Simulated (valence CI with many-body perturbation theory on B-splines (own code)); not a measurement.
E1 transitions of Ho³⁶⁺

Computed by configuration interaction combined with many-body perturbation theory (CI+MBPT): three valence electrons over a frozen Dirac-Fock core [Ar] 3d10, a basis of 11 s, 11 p, 9 d, 7 f, 5 g, 2 h, 1 i functions for each j, with the one-electron correlation potential Σ1 (screened to all orders), the two-electron term Σ2, the three-electron term Σ3, Breit, model QED; selected single and double excitations, second order for the rest (own B-spline code, finite nucleus).

No measured spectrum was set against this ion. As an estimate, large intervals hold to a few tenths of a per cent, small ones and those within an open d or f shell to about a per cent.

Lines 1 to 50 of 274 in falling wavelength, among levels below 442.38 eV, chosen from the strongest by gf and those to the six lowest levels. Wavelengths and rates use the calculated energies. Electric multipoles are in the length gauge, E1 and E2 with the static RPA response of the core. Weak lines are less certain than strong ones. Lines between different terms over intervals too small for the method are left out, as are lines whose strength nearly cancels. Where a level lies close to another of its J and parity, the split of strength between their lines is uncertain. The highest levels of a list are the least certain.

Levels are named by their leading jj configuration (3d3/2^4 stands for four electrons in 3d with j = 3/2), which in mixed levels can hold well under half, so a name can repeat and another be missing. Letters in brackets count levels of one name in rising energy.

```tsv
λ vac (Å)	Upper	Lower	A (s⁻¹)	S (a.u.) with core polarisation	S without
568.3	(4s 4p1/2^2) J=1/2	(4s^2 4p3/2) J=3/2	7.98e+06	1.45e-03	1.54e-03
185.5	(4s 4p1/2 4f7/2) J=9/2	(4s^2 4f7/2) J=7/2	4.94e+09	1.55e-01	1.66e-01
183.9	(4p1/2 4p3/2 4d5/2) J=7/2 [b]	(4s 4p3/2 4d5/2) J=5/2 [b]	3.44e+09	8.43e-02	9.03e-02
183.8	(4s 4p1/2 4f7/2) J=7/2 [a]	(4s^2 4f7/2) J=7/2	2.61e+09	6.39e-02	6.84e-02
182.2	(4p1/2 4p3/2 4d3/2) J=7/2	(4s 4p3/2 4d3/2) J=5/2 [b]	5.55e+09	1.33e-01	1.42e-01
181.1	(4s 4p1/2 4d3/2) J=5/2	(4s^2 4d3/2) J=3/2	6.82e+09	1.20e-01	1.28e-01
180.3	(4s 4p1/2 4p3/2) J=3/2 [a]	(4s^2 4p3/2) J=3/2	1.43e+09	1.65e-02	1.77e-02
177.1	(4s 4p1/2 4f5/2) J=7/2	(4s 4p3/2 4d5/2) J=5/2 [b]	3.36e+09	7.36e-02	7.87e-02
177.0	(4s 4p1/2 4d5/2) J=7/2	(4s^2 4d5/2) J=5/2	6.30e+09	1.38e-01	1.48e-01
170.0	(4p1/2^2 4d5/2) J=5/2	(4s 4p1/2 4d5/2) J=3/2 [b]	4.84e+09	7.05e-02	7.54e-02
167.2	(4p1/2 4p3/2 4d5/2) J=9/2	(4s 4p3/2 4d5/2) J=7/2 [b]	8.53e+09	1.97e-01	2.11e-01
163.7	(4s 4p1/2 4p3/2) J=5/2	(4s^2 4p3/2) J=3/2	9.28e+09	1.21e-01	1.29e-01
162.7	(4p1/2 4p3/2 4d5/2) J=9/2	(4s 4p3/2 4d5/2) J=7/2 [a]	3.24e+09	6.89e-02	7.38e-02
161.7	(4p1/2^2 4d5/2) J=5/2	(4s 4p1/2 4d5/2) J=5/2 [c]	7.03e+09	8.81e-02	9.43e-02
159.7	(4s 4p1/2 4f7/2) J=7/2 [b]	(4s 4p3/2 4d5/2) J=5/2 [c]	8.49e+09	1.37e-01	1.46e-01
159.6	(4p1/2^2 4p3/2) J=3/2	(4s 4p1/2 4p3/2) J=1/2	8.99e+09	7.21e-02	7.73e-02
159.5	(4p1/2 4p3/2 4d5/2) J=3/2 [b]	(4s 4p3/2 4d5/2) J=3/2 [b]	1.07e+10	8.60e-02	9.21e-02
159.1	(4p1/2^2 4d3/2) J=3/2	(4s 4p1/2 4d3/2) J=1/2	9.50e+09	7.56e-02	8.09e-02
159.0	(4p1/2 4p3/2 4d3/2) J=5/2 [a]	(4s 4p3/2 4d3/2) J=5/2 [a]	9.13e+09	1.09e-01	1.16e-01
158.1	(4s 4p1/2 4f7/2) J=7/2 [b]	(4s^2 4f7/2) J=7/2	5.56e+09	8.68e-02	9.29e-02
157.9	(4p1/2 4p3/2 4d5/2) J=1/2	(4s 4p3/2 4d5/2) J=3/2 [b]	1.88e+10	7.31e-02	7.83e-02
157.9	(4p1/2 4p3/2 4d3/2) J=7/2	(4s 4p3/2 4d3/2) J=7/2	7.89e+09	1.23e-01	1.31e-01
156.8	(4p1/2^2 4d3/2) J=3/2	(4s 4p1/2 4d3/2) J=3/2 [b]	7.82e+09	5.96e-02	6.38e-02
156.2	(4s 4p1/2^2) J=1/2	(4s^2 4p1/2) J=1/2	1.81e+10	6.82e-02	7.29e-02
154.5	(4p1/2 4p3/2 4d3/2) J=7/2	(4s 4p3/2 4d3/2) J=5/2 [a]	3.72e+09	5.41e-02	5.79e-02
154.1	(4p1/2 4p3/2 4d5/2) J=7/2 [b]	(4s 4p3/2 4d5/2) J=7/2 [a]	6.76e+09	9.77e-02	1.05e-01
154.0	(4p1/2^2 4p3/2) J=3/2	(4s 4p1/2 4p3/2) J=3/2 [b]	1.17e+10	8.39e-02	8.99e-02
153.3	(4p1/2 4p3/2 4d3/2) J=3/2 [a]	(4s 4p3/2 4d3/2) J=3/2 [a]	1.16e+10	8.25e-02	8.84e-02
153.2	(4p1/2 4p3/2 4d5/2) J=3/2 [b]	(4s 4p3/2 4d5/2) J=1/2	1.13e+10	8.03e-02	8.59e-02
152.4	(4p1/2 4p3/2 4d3/2) J=1/2 [a]	(4s 4p3/2 4d3/2) J=1/2 [a]	1.75e+10	6.12e-02	6.55e-02
151.6	(4s 4p1/2 4d5/2) J=5/2 [c]	(4s 4p3/2^2) J=3/2	6.72e+09	6.93e-02	7.43e-02
151.3	(4s 4p1/2 4d5/2) J=5/2 [c]	(4s^2 4d5/2) J=5/2	8.82e+09	9.06e-02	9.70e-02
150.3	(4s 4p1/2 4f7/2) J=5/2	(4s^2 4f7/2) J=7/2	1.03e+10	1.03e-01	1.10e-01
149.9	(4p1/2 4p3/2^2) J=1/2	(4s 4p3/2^2) J=1/2	2.95e+10	9.80e-02	1.05e-01
149.2	(4p1/2 4p3/2 4d5/2) J=5/2 [b]	(4s 4p3/2 4d5/2) J=7/2 [a]	1.12e+10	1.10e-01	1.18e-01
145.2	(4s 4p1/2 4d3/2) J=3/2 [b]	(4s 4p3/2^2) J=5/2	1.21e+10	7.31e-02	7.82e-02
144.9	(4p1/2 4p3/2 4d5/2) J=3/2 [a]	(4s 4p3/2 4d5/2) J=5/2 [a]	2.10e+10	1.26e-01	1.35e-01
144.7	(4s 4p1/2 4d5/2) J=3/2 [b]	(4s^2 4d5/2) J=5/2	1.39e+10	8.30e-02	8.88e-02
144.3	(4s 4p1/2 4p3/2) J=3/2 [b]	(4s^2 4p3/2) J=3/2	1.14e+10	6.76e-02	7.23e-02
144.0	(4p1/2 4p3/2 4d5/2) J=5/2 [a]	(4s 4p3/2 4d5/2) J=5/2 [a]	9.12e+09	8.07e-02	8.64e-02
142.8	(4p1/2 4p3/2 4d5/2) J=7/2 [a]	(4s 4p3/2 4d5/2) J=9/2	2.46e+10	2.83e-01	3.03e-01
141.5	(4s 4p1/2 4f7/2) J=9/2	(4s 4p3/2 4d5/2) J=7/2 [a]	4.42e+09	6.19e-02	6.61e-02
140.6	(4s 4p1/2 4f7/2) J=7/2 [a]	(4s 4p3/2 4d5/2) J=7/2 [a]	5.81e+09	6.38e-02	6.82e-02
140.4	(4s 4p1/2 4d5/2) J=3/2 [a]	(4s 4p3/2^2) J=5/2	1.29e+10	7.03e-02	7.52e-02
140.0	(4p1/2^2 4d5/2) J=5/2	(4s 4p1/2 4d5/2) J=7/2	3.98e+10	3.23e-01	3.46e-01
139.9	(4p1/2^2 4d5/2) J=5/2	(4s 4p1/2 4d5/2) J=5/2 [b]	1.66e+10	1.35e-01	1.44e-01
139.6	(4s 4p1/2 4p3/2) J=1/2	(4s^2 4p3/2) J=3/2	1.78e+10	4.78e-02	5.11e-02
138.1	(4p1/2^2 4d3/2) J=3/2	(4s 4p1/2 4d3/2) J=5/2	4.25e+10	2.21e-01	2.36e-01
137.8	(4p1/2 4p3/2 4d3/2) J=5/2 [b]	(4s 4p3/2 4d3/2) J=7/2	1.93e+10	1.50e-01	1.60e-01
137.7	(4p1/2 4p3/2 4d5/2) J=5/2 [a]	(4s 4p3/2 4d5/2) J=3/2 [a]	6.59e+09	5.09e-02	5.45e-02
```
